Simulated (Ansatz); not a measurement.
Species: CH$_{5}$GeS, net charge 0, doublet state. It need not be the lowest isomer of its formula. 
Geometry from a B3LYP-D3(BJ)/def2-TZVP (Ansatz, a first-principles code) optimisation:
```
S
C 1 1.8280
H 2 1.0880 1 110.78
H 2 1.0882 3 110.06 1 123.00
H 2 1.0884 3 109.02 4 119.84
Ge 1 2.2302 2 100.84 3 66.23
H 6 1.5518 1 104.57 2 163.49
H 6 1.5592 7 109.91 1 115.36
```
Charge 0, spin multiplicity 2.

Quantity: atomisation energy (electronic, to ground-state atoms), in kcal/mol. Correlated levels leave the core frozen unless marked. UHF or UKS for open shells. Spin-orbit coupling is left out. Frozen are the shells of the preceding noble gas and the d and f shells that filled before the atom's block. No relativistic terms. The coupled-cluster limit lacks core correlation, which all-electron functionals hold. CBS(X,Y): correlation extrapolated as X^-3; Hartree-Fock from the larger set.

```csv
level,program,atomisation energy (kcal/mol)
HF/6-31G*,Ansatz,417.4
PBE/def2-TZVPD,Ansatz,585.4
B2GP-PLYP/def2-TZVPD,Ansatz,568.2
```

Predict the CCSD(T)/CBS(def2-TZVPPD,def2-QZVPPD) result (Ansatz).

579.7 kcal/mol, so B2GP-PLYP/def2-TZVPD differs from it by -11.5 kcal/mol.
